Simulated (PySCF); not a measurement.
A calculated (UHF, PySCF 2.14, cc-pVTZ-DK, the spin-free X2C one-electron Hamiltonian (Gaussian nucleus)) atom or ion has these occupied shells.

```csv
shell,electrons,orbital energy (eV),"rms radius, mean of both spins (bohr)"
1s,2,-9729.2,0.0580
2s,2,-1233.4,0.244
2p,6,-1064.9,0.219
3s,2,-157.74,0.731
3p,6,-105.46,0.777
3d,10,-20.704,1.01
4s,2,-8.118,3.09
```

Name the element and its charge.

Zn (zinc, neutral), in [Ar] 3d10 4s2, closed-shell 1S.
